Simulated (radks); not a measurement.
Task: P, configuration [Ne] 3s1 3p4 (not the ground configuration). All-electron calculation, scalar-relativistic Kohn-Sham, r2SCAN, spin-unpolarised, spherical densities, finite nucleus; meta-GGA in the generalised Kohn-Sham scheme; Fermi nuclear charge, rms radius 3.1889 fm. Program: a radial shooting solver on a logarithmic mesh with Libxc functionals. Some entries of the table are withheld. Estimate them.

orbital  occ.  eigenvalue (eV)  r(max) (bohr)  <r> (bohr)
1s          2        -2098.341        0.06766      0.1036
2s          2        -180.1445            (1)      0.5174
2p          6        -128.6477         0.3547      0.4841
3s          1         -15.2051            (2)       1.900
3p          4              (3)            (4)         (5)

Result: 
(1) 2s r(max) (bohr): 0.4181
(2) 3s r(max) (bohr): 1.575
(3) 3p eigenvalue (eV): -6.2227
(4) 3p r(max) (bohr): 1.823
(5) 3p <r> (bohr): 2.319
